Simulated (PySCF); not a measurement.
Compound: C4H4N2OS.
SMILES: `CC(=O)C1=NSC=N1`

Level: PBE0/def2-SVPD in PySCF, non-relativistic, on one gas-phase PBE0-D3(BJ)/def2-SVP geometry that isn't relaxed in the solvent. The solvent is an IEF-PCM continuum (Bondi radii, 1.10 Å for H, scaled by 1.2), and excitations are vertical TDDFT with non-equilibrium linear response and a frozen core. Specific hydrogen bonds and non-electrostatic terms are outside this model.

Gas-phase singlets (H = HOMO, L = LUMO):

| state | E (eV) | λ (nm) | f | leading configurations |
| --- | --- | --- | --- | --- |
| S1 | 3.605 | 344 | 0.000 | H→L 86%, H→L+1 12% |
| S2 | 4.839 | 256 | 0.000 | H-2→L 96% |
| S3 | 5.210 | 238 | 0.000 | H→L+1 84%, H→L 13% |
| S4 | 5.550 | 223 | 0.173 | H-1→L 91% |
| S5 | 5.716 | 217 | 0.001 | H-4→L 90% |

Task: How does the list change in chloroform (ε = 4.711)?

Result: 
```csv
state,E (eV),λ (nm),f,leading configurations,change by rank (eV)
S1,3.765,329,0.000,"H→L 90%, H→L+1 9%",+0.160
S2,4.874,254,0.000,H-2→L 96%,+0.035
S3,5.397,230,0.269,H-1→L 95%,+0.187
S4,5.531,224,0.000,"H→L+1 87%, H→L 9%",-0.019
S5,5.734,216,0.002,H-4→L 92%,+0.018
```

Task: How does the list change in water (ε = 78.36)?

Result: 
```tsv
state	E (eV)	λ (nm)	f	leading configurations	change by rank (eV)
S1	3.840	323	0.000	H→L 91%	+0.235
S2	4.885	254	0.000	H-2→L 96%	+0.046
S3	5.371	231	0.264	H-1→L 95%	+0.161
S4	5.678	218	0.000	H→L+1 86%	+0.128
S5	5.754	215	0.003	H-4→L 91%	+0.038
```

Task: How do the frontier levels move from gas to water?

Result: 
| orbital | gas (eV) | solvent (eV) | change (eV) |
| --- | --- | --- | --- |
| LUMO+2 | -0.50 | -0.21 | +0.29 |
| LUMO+1 | -1.16 | -1.03 | +0.13 |
| LUMO | -2.31 | -2.30 | +0.01 |
| HOMO | -7.70 | -7.99 | -0.29 |
| HOMO-1 | -8.51 | -8.39 | +0.12 |
| HOMO-2 | -8.81 | -8.78 | +0.03 |
| HOMO-3 | -9.50 | -9.40 | +0.10 |

The HOMO–LUMO gap goes from 5.39 to 5.69 eV. Rows go by rank; for LUMO the atom shares or the degeneracy differ between the runs, so the row needn't follow one orbital.

Conformer computed: `[CH3:1][C:2](=[O:3])[c:4]1[n:5][cH:6][s:7][n:8]1`: C1–C2–C4–N5 1°.
